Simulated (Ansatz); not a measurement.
B₄As₅H₁₆, a cluster cut from zinc blende BAs (hydrogen-capped). Total charge 0; doublet. Geometry PBE-D4/def2-SVP, that of the charge +1 singlet.

```xyz
25

As    1.638   -0.006    1.743
As    1.577    0.979   -1.509
As    0.335   -1.952   -0.598
As   -1.652   -0.540    1.643
As   -1.714    0.444   -1.608
B     1.865   -0.616   -0.222
B    -0.185    0.701    2.375
B    -0.261    1.898   -1.581
B    -1.558   -1.172   -0.325
H     2.716    1.025    2.024
H     2.147   -1.163    2.588
H     2.653    2.005   -1.206
H     2.045    0.491   -2.871
H     0.514   -3.207    0.241
H     0.471   -2.527   -1.997
H    -1.817   -1.807    2.469
H    -3.014    0.095    1.851
H    -1.923   -0.154   -2.990
H    -3.076    1.074   -1.379
H     2.952   -1.129   -0.398
H    -0.225    0.720    3.591
H    -0.343    1.774    1.816
H    -0.342    2.586   -2.581
H    -0.388    2.481   -0.517
H    -2.415   -2.001   -0.560
```

At PBE-D4/def2-SVP the gap within one spin of the charge 0 doublet nearly closes, so an electron or hole may be smeared out by delocalisation error.

Problem. Estimate the α-spin orbital energies around the gap (eV) in Ansatz with PBE-D4/def2-SVP, PBE0-D4/def2-SVP.

Solution. 
```
orbital  PBE-D4/def2-SVP  PBE0-D4/def2-SVP
 HOMO−5            -7.47             -8.62
 HOMO−4            -7.29             -8.61
 HOMO−3            -6.79             -7.94
 HOMO−2            -6.78             -7.92
 HOMO−1            -6.71             -7.89
   HOMO            -1.46             -1.85
   LUMO            -1.38             -0.69
 LUMO+1            -0.82              0.01
 LUMO+2            -0.74              0.10
 LUMO+3            -0.17              0.73
 LUMO+4            -0.07              0.76
 LUMO+5             0.15              1.04
 β HOMO            -6.67             -7.82
 β LUMO            -1.09             -0.31
```
